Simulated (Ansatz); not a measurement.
The first iterations of a band of CH₆Ge (8 atoms, charge 0, multiplicity 1).

These are results of RKS BLYP/def2-SVP in Ansatz 0.2.0, not measurements.

```
movable images  : 5
climbing image  : yes
spring          : 5.0 eV/Å²
optimiser       : quadratic models (default)
start path      : through a guess of the saddle point
force threshold : 0.05 eV/Å
iteration limit : 60
end points      : relaxed
```

Initial state:

```xyz
8
Properties=species:S:1:pos:R:3
Ge 0.399 0.015 0.037
C 0.936 -0.017 1.948
H 0.046 -0.137 2.595
H 1.628 -0.861 2.136
H 1.446 0.928 2.218
H 1.651 0.166 -0.874
H -0.559 1.210 -0.237
H -0.334 -1.304 -0.343
```

Final state:

```xyz
8
Properties=species:S:1:pos:R:3
Ge 0.136 0.007 -1.028
C 1.323 0.012 1.865
H 0.255 -0.196 2.053
H 1.947 -0.802 2.278
H 1.605 0.986 2.307
H 1.545 0.064 0.766
H -0.834 1.117 -0.356
H -0.764 -1.186 -0.404
```

| iteration | highest image above the first end (eV) | largest band force component (eV/Å) |
| --- | --- | --- |
| 1 | 4.282 | 3.531 |
| 2 | 2.737 | 1.943 |
| 3 | 2.268 | 2.020 |

Problem. Does the band converge within its limit, and where does its top end?

Solution. It converged. It ended after 9 iterations with the highest image 2.364 eV above the first end. A vibrational analysis at the climbing image gives one clearly imaginary mode, 1026i cm⁻¹: a first-order saddle point. The orbitals stay closed-shell, which can raise the energy where a bond breaks towards radicals; this wasn't checked here.

Run time: 38 s on 2 threads of Arm Neoverse V2 (shared host), peak memory 0.14 GiB.
